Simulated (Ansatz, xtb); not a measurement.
**C4H4BrClO2: 5 structures ranked**

5 gas-phase structures of C4H4BrClO2, from a drawn sample of its isomers (lower ones may exist). Each was relaxed with GFN2-xTB; where two conformers were screened, the lower at r2SCAN-D4/def2-SVP is listed:

A. `COC(=O)/C(Cl)=C/Br`, a singlet
B. `O=C1CO[C@@H]1[C@H](Cl)Br`, a singlet
C. `O=C(O)/C=C/[C@H](Cl)Br`, a singlet
D. `O=C(O)/C(Cl)=C/CBr`, a singlet
E. `O=C=C(Cl)OCCBr`, a singlet

Problem. Estimate their order in r2SCAN-D4/def2-SVP energy at these geometries, lowest first.

Solution. Calculated order at r2SCAN-D4/def2-SVP: D (0.0), C (2.7), A (11.1), B (34.6), E (47.0) kcal/mol.

Energies above the lowest of each column, in kcal/mol; the last columns are at PBE0-D3(BJ)/def2-SVP geometries and were run for some of them only (a dash: not run or not comparable):

```json
{"structure": "D", "GFN2-xTB": "0.0", "HF/STO-3G": "8.6", "r2SCAN-D4/def2-SVP": "0.0", "PBE0-D3(BJ)/def2-SVP": "0.0", "CCSD(T)/def2-SVP + ΔMP2/def2-TZVPP": "0.0"}
{"structure": "C", "GFN2-xTB": "5.6", "HF/STO-3G": "10.7", "r2SCAN-D4/def2-SVP": "2.7", "PBE0-D3(BJ)/def2-SVP": "2.9", "CCSD(T)/def2-SVP + ΔMP2/def2-TZVPP": "1.2"}
{"structure": "A", "GFN2-xTB": "3.3", "HF/STO-3G": "6.9", "r2SCAN-D4/def2-SVP": "11.1", "PBE0-D3(BJ)/def2-SVP": "12.2", "CCSD(T)/def2-SVP + ΔMP2/def2-TZVPP": "12.6"}
{"structure": "B", "GFN2-xTB": "22.2", "HF/STO-3G": "0.0", "r2SCAN-D4/def2-SVP": "34.6", "PBE0-D3(BJ)/def2-SVP": "–", "CCSD(T)/def2-SVP + ΔMP2/def2-TZVPP": "–"}
{"structure": "E", "GFN2-xTB": "27.5", "HF/STO-3G": "28.9", "r2SCAN-D4/def2-SVP": "47.0", "PBE0-D3(BJ)/def2-SVP": "–", "CCSD(T)/def2-SVP + ΔMP2/def2-TZVPP": "–"}
```

CCSD(T)/def2-SVP + ΔMP2/def2-TZVPP puts D lowest of those it was run on; HF/STO-3G picks B. Flexible structures stand in one conformer each, not always the lowest. Frequencies (GFN2-xTB) were run for A, C, D alone. ΔMP2 is the change of the MP2 energy from the smaller to the larger basis.

Over these structures GFN2-xTB departs from r2SCAN-D4/def2-SVP by 7.0 kcal/mol on average once a common shift is removed. A GFN2-xTB relaxation took about 0.075 s and the r2SCAN-D4/def2-SVP energy about 2.5 s on a shared host (Ansatz 0.2.0, xtb 6.7.1).
